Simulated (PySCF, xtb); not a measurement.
C2H3O2, SMILES CC([O])=O, multiplicity 2.

Harmonic wavenumbers (cm⁻¹) from GFN2-xTB (xtb) at its own minimum, in rising order: 18, 329, 483, 603, 622, 877, 878, 1186, 1301, 1385, 1391, 1962, 3054, 3091, 3099.

Question: What does PySCF with PBE-D3(BJ)/def2-SVP give at its own minimum? (An estimate is asked for; the answer gives what the named calculation found.)

Answer: 54, 267, 545, 596, 663, 848, 910, 1147, 1276, 1356, 1384, 1640, 3012, 3144, 3172. Paired by order, the mean absolute difference is 57 cm⁻¹ and the zero-point energies are 29.0 and 28.6 kcal/mol.
